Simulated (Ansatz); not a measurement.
CBrF3, charge -1, doublet, at the geometry of the source list (a state made from the parent by changing its charge; the spin is typed, not shown lowest) (a gas-phase anion, which may not be bound at this level); HF/STO-3G (Ansatz, a first-principles code).

Ansatz was given this input:
Ansatz 0.2 input:
```yaml
crystal:
  periodic: [false, false, false]
  atoms:
    - {symbol: F, position_ang: [-0.58660000, -0.60490000, -1.07020000]}
    - {symbol: C, position_ang: [-0.11260000, 0.00460000, -0.00080000]}
    - {symbol: F, position_ang: [-0.60050000, -0.58490000, 1.07350000]}
    - {symbol: F, position_ang: [-0.51680000, 1.26010000, -0.01510000]}
    - {symbol: Br, position_ang: [1.81660000, -0.07500000, 0.01250000]}
basis:
  gaussian:
    orbitals: STO-3G
hamiltonian:
  xc: hf
total_charge: -1
magnetization: {spin_polarized: true, initial_magnetization: 1}
accuracy: high
```

Question: Write the output that Ansatz gives for this input, abridged.

Answer: 
```
Functional definition: HF
653 factors; integrals over basis functions are off by at most 5.8e-9 eV
mean field evaluation 1: about -78253.7466 eV, gradient 2.0e1 eV
mean field evaluation 2: about -78254.0506 eV, gradient 2.1e1 eV
mean field evaluation 4: about -78257.3729 eV, gradient 2.0e0 eV
mean field evaluation 8: about -78257.4622 eV, gradient 1.1e-3 eV
mean field -78257.46221677 eV, -2875.9086916532 hartree, gradient 1.9e-8 eV, S^2 0.752552; 0 other end points of the search recorded, 0 dependent functions left out
reference -78257.46221677 eV, -2875.9086916532 hartree; 35, 34 occupied and 3, 4 virtual orbitals, 653 factors
Total energy: -78257.46221677 eV, -2875.9086916532 hartree
```
